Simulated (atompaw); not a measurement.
How hard is this germanium PAW (atompaw) potential?

atompaw 4.2.0.5 input, output lines left out:

```
Ge 32
GGA-PBE scalarrelativistic loggrid 1500 logderivrange -4 5 226
4 4 3 0 0 0
4 1 1.5
0 0 0
c
c
c
v
c
c
v
v
2
2.25 2.05 2.10 1.50
y
0.6
n
y
1.8
n
y
-1.1
n
custom polynom2 7 10 vanderbiltortho sinc
3 0 troulliermartins
1.35
2.25
2.25
2.25
1.50
1.50
```

The pseudo-atom Hamiltonian at the reference potential is diagonalised in spherical Bessel functions j_l(qr) that vanish at 20 bohr, with q² up to the cutoff. All-electron valence levels (Ry): 4s -1.1466, 4p -0.5427, 3d -2.4653.

How do the lowest levels (Ry) of each channel move with the cutoff, and are there ghosts?

| cutoff (Ry) | s #1 | p #1 | p #2 | d #1 | d #2 | f #1 | Σ f·Δε (mRy) |
| --- | --- | --- | --- | --- | --- | --- | --- |
| 8 | -1.1200 | -0.5423 | -0.0802 | -0.4272 | -0.0388 | 0.0322 | 20433.0 |
| 25 | -1.1462 | -0.5427 | -0.0803 | -2.4545 | -0.0572 | 0.0322 | 106.9 |
| 50 | -1.1464 | -0.5427 | -0.0803 | -2.4604 | -0.0573 | 0.0322 | 47.6 |
| 100 | -1.1465 | -0.5427 | -0.0803 | -2.4618 | -0.0573 | 0.0322 | 33.6 |
| 180 | -1.1465 | -0.5427 | -0.0803 | -2.4639 | -0.0573 | 0.0322 | 12.5 |
| 400 | -1.1466 | -0.5427 | -0.0803 | -2.4651 | -0.0573 | 0.0322 | 0.0 |

Result: no extra level below or beside the all-electron valence levels (s, p, d, f tested); 10 mRy is reached at 230 Ry and 1 mRy at over 300 Ry.
